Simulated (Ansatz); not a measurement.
Ansatz (an electronic-structure program) input file for Cd(Me)2 (C2H6Cd), SMILES [Cd]([CH3])[CH3], PBE-D3(BJ)/def2-SVP. 

Ansatz 0.2 input:
```yaml
crystal:
  periodic: [false, false, false]
  atoms:
    - {symbol: Cd, position_ang: [0.00000000, -0.00000000, -0.00000000]}
    - {symbol: C, position_ang: [0.00000000, 0.00000000, -2.13457885]}
    - {symbol: H, position_ang: [0.89228256, 0.51515957, -2.52398205]}
    - {symbol: H, position_ang: [-0.89228255, 0.51515957, -2.52398205]}
    - {symbol: H, position_ang: [-0.00000001, -1.03031915, -2.52398205]}
    - {symbol: C, position_ang: [-0.00000000, -0.00000000, 2.13457885]}
    - {symbol: H, position_ang: [0.89228255, -0.51515957, 2.52398205]}
    - {symbol: H, position_ang: [-0.89228256, -0.51515957, 2.52398205]}
    - {symbol: H, position_ang: [0.00000001, 1.03031915, 2.52398205]}
basis:
  gaussian:
    orbitals: def2-SVP
hamiltonian:
  xc: pbe
  dispersion: d3bj
relax: {f_tol: 0.002, max_steps: 200}
```

Output:

```
Functional definition: PBE
integrals: 0.03 GiB planned
972 factors; their error is unknown
mean field: 0.20 GiB planned
mean field evaluation 1: about -6713.8085 eV, gradient 8.1e1 eV
mean field evaluation 2: about -6685.4427 eV, gradient 1.2e2 eV
mean field evaluation 4: about -6730.7020 eV, gradient 4.6e0 eV
mean field evaluation 8: about -6730.7441 eV, gradient 1.3e-2 eV
mean field evaluation 16: about -6730.7205 eV, gradient 4.2e-5 eV
mean field -6730.72047051 eV, -247.3494150452 hartree, gradient 3.4e-5 eV, S^2 0.000000; 0 other end points of the search recorded, 0 dependent functions left out
the calculation of the forces begins
reference -6730.72051231 eV, -247.3494165811 hartree; 19, 19 occupied and 70, 70 virtual orbitals, 972 factors
relax step   1: F+E_penalty+E_count = -6730.85756546 eV  Δ(F+E_penalty+E_count) = +0.000e0 eV  max|allowed force component| = 3.125e-1 eV/Å  Δτ_max = 0.0000 Å  (26 SCF iters, accepted)
these checks for a lower state are left out or cut short: starts, cluster_reference, orbital_swaps, neighbouring_geometries, increment
integrals: 0.03 GiB planned
972 factors; their error is unknown
mean field: 0.21 GiB planned
mean field -6730.72585743 eV, -247.3496130107 hartree, gradient 2.2e-5 eV, S^2 0.000000; 0 other end points of the search recorded, 0 dependent functions left out
the calculation of the forces begins
reference -6730.72589916 eV, -247.3496145442 hartree; 19, 19 occupied and 70, 70 virtual orbitals, 972 factors
relax step   2: F+E_penalty+E_count = -6730.86315188 eV  Δ(F+E_penalty+E_count) = -5.586e-3 eV  max|allowed force component| = 9.963e-2 eV/Å  Δτ_max = 0.0106 Å  (28 SCF iters, accepted)
these checks for a lower state are left out or cut short: starts, cluster_reference, orbital_swaps, neighbouring_geometries, increment
integrals: 0.03 GiB planned
972 factors; their error is unknown
mean field: 0.21 GiB planned
mean field evaluation 32: about -6730.7264 eV, gradient 1.4e-5 eV
mean field -6730.72640871 eV, -247.3496332700 hartree, gradient 1.4e-5 eV, S^2 0.000000; 0 other end points of the search recorded, 0 dependent functions left out
the calculation of the forces begins
reference -6730.72645040 eV, -247.3496348020 hartree; 19, 19 occupied and 70, 70 virtual orbitals, 972 factors
relax step   3: F+E_penalty+E_count = -6730.86365448 eV  Δ(F+E_penalty+E_count) = -5.026e-4 eV  max|allowed force component| = 1.309e-2 eV/Å  Δτ_max = 0.0028 Å  (22 SCF iters, accepted)
these checks for a lower state are left out or cut short: starts, cluster_reference, orbital_swaps, neighbouring_geometries, increment
integrals: 0.03 GiB planned
972 factors; their error is unknown
mean field: 0.21 GiB planned
mean field -6730.72641906 eV, -247.3496336503 hartree, gradient 8.3e-6 eV, S^2 0.000000; 0 other end points of the search recorded, 0 dependent functions left out
the calculation of the forces begins
reference -6730.72646074 eV, -247.3496351820 hartree; 19, 19 occupied and 70, 70 virtual orbitals, 972 factors
relax step   4: F+E_penalty+E_count = -6730.86366448 eV  Δ(F+E_penalty+E_count) = -1.000e-5 eV  max|allowed force component| = 1.323e-3 eV/Å  Δτ_max = 0.0004 Å  (20 SCF iters, accepted)
integrals: 0.03 GiB planned
972 factors; their error is unknown
mean field: 0.21 GiB planned
mean field -6730.72641906 eV, -247.3496336503 hartree, gradient 8.3e-6 eV, S^2 0.000000; 1 other end points of the search recorded, 0 dependent functions left out
the calculation of the forces begins
reference -6730.72646074 eV, -247.3496351820 hartree; 19, 19 occupied and 70, 70 virtual orbitals, 972 factors
Total energy: -6730.86370616 eV, -247.3546788582 hartree
Atom 0 at     0.000000     0.000000     0.000000 Å, force     0.000000    -0.000000     0.000000 eV/Å
Atom 1 at     0.000001     0.000001    -2.125314 Å, force     0.000000     0.000000     0.001323 eV/Å
Atom 2 at     0.898015     0.518469    -2.518053 Å, force    -0.000766    -0.000442    -0.000186 eV/Å
Atom 3 at    -0.898015     0.518469    -2.518050 Å, force     0.000766    -0.000442    -0.000187 eV/Å
Atom 4 at     0.000000    -1.036939    -2.518050 Å, force    -0.000000     0.000884    -0.000187 eV/Å
Atom 5 at    -0.000001    -0.000001     2.125314 Å, force    -0.000000    -0.000000    -0.001323 eV/Å
Atom 6 at     0.898015    -0.518469     2.518050 Å, force    -0.000766     0.000442     0.000187 eV/Å
Atom 7 at    -0.898015    -0.518469     2.518053 Å, force     0.000766     0.000442     0.000186 eV/Å
Atom 8 at    -0.000000     1.036939     2.518050 Å, force     0.000000    -0.000884     0.000187 eV/Å
Dipole moment:    -0.000000     0.000000    -0.000000 e Å
```

The run converged.

Cost: roughly 17 core-seconds.
